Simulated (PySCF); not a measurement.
PySCF 2.14 output of a UHF calculation on a single atom or ion in aug-cc-pVDZ (4s3p2d, 23 functions), with no relativity, point nucleus:

```
SCF conv_tol = 1e-09
number electrons alpha = 2  beta = 2
cycle= 1 E= -36.4016516642462  delta_E= 2.84e-14  |g|= 2.09e-08  |ddm|= 1.29e-06
converged SCF energy = -36.4016516642462  <S^2> = -1.7763568e-15  2S+1 = 1
```

The run itself started from symmetry-adapted Hartree-Fock orbitals and held the occupation by maximum overlap, so the iterations belong to that start.

Problem. Which element, charge and spin multiplicity is this?

Solution. C(2+) (carbon, charge +2), multiplicity 1; the state was [He] 2s2, closed-shell 1S.
